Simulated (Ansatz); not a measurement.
Isolated molecules relaxed with PBE0-D4/def2-TZVP in Ansatz; ΔE leaves out vibrations. CCSD(T)/CBS adds triple-zeta CCSD(T) − MP2 to the extrapolated MP2 energy (def2 sets, frozen cores). This one scheme is used for every species. DFT in def2-TZVPP. B3LYP here is the variant with VWN-RPA as its local correlation; programs differ in this. Each species was taken in one conformer, which may not be the lowest.

`N=C[Si](O)(F)[SiH3]` + BH₃ → `B[Si](O)(F)[SiH3]` + `C=N`  (formal exchange of groups at the Si–C bond)

`N=C[Si](O)(F)[SiH3]`:

```xyz
12

N     1.140    1.469    1.522
C     1.150    1.034    0.328
Si   -0.526    0.392   -0.279
O    -1.528    0.663    0.976
F    -0.925    1.280   -1.551
Si   -0.583   -1.849   -0.947
H     2.048    1.826    1.825
H     2.057    1.044   -0.292
H    -1.067    1.141    1.682
H     0.335   -2.060   -2.099
H    -1.962   -2.230   -1.347
H    -0.139   -2.711    0.181
```

BH₃:

Cartesian coordinates in Å:
```
B 0.000 0.000 0.000
H -0.914 0.754 -0.142
H 0.081 -0.975 -0.683
H 0.833 0.222 0.825
```

`B[Si](O)(F)[SiH3]`:

```xyz
11

B     0.365   -2.019    0.304
Si   -0.141   -0.334   -0.653
O     0.997    0.007   -1.789
F    -1.571   -0.451   -1.384
Si   -0.366    1.449    0.886
H    -0.464   -2.784    0.698
H     1.505   -2.225    0.596
H     0.901    0.816   -2.294
H     0.869    1.586    1.704
H    -0.577    2.719    0.134
H    -1.521    1.236    1.799
```

`C=N`:

```xyz
5

C    -0.203    0.098    0.318
N    -0.102   -0.391   -0.839
H     0.627    0.523    0.894
H    -1.182    0.109    0.802
H     0.860   -0.340   -1.175
```

Question: Is it downhill or uphill in electronic energy at CCSD(T)/CBS, and by how much? (Estimate.)

Answer: Computed: Uphill: ΔE = +28.3 kJ/mol.

Question: What do these levels give: B3LYP-D4, ωB97X-V, ωB97M-V, PBE, PBE0, B3LYP, MP2/def2-TZVPP, SCS-MP2/def2-TZVPP, CCSD(T)/def2-TZVPP, HF/def2-QZVPP, MP2/def2-QZVPP, MP2/CBS(def2)? (Estimate.)

Answer: Computed: B3LYP-D4 26.8, ωB97X-V 27.3, ωB97M-V 31.7, PBE 16.0, PBE0 19.3, B3LYP 22.3, MP2/def2-TZVPP 35.1, SCS-MP2/def2-TZVPP 33.0, CCSD(T)/def2-TZVPP 28.3, HF/def2-QZVPP 26.9, MP2/def2-QZVPP 35.2, MP2/CBS(def2) 35.1 kJ/mol.

Largest T1 diagnostic among the species: 0.013.

From PBE to PBE0 (25 % exact exchange), in def2-TZVPP and without D4, ΔE moves by +3.3 kJ/mol. The D4 term adds +4.5 kJ/mol with B3LYP and +2.5 kJ/mol with PBE0; it sums over pairs of atoms, weighted by their polarisabilities, and B3LYP, whose exchange is more repulsive, gets the larger term.
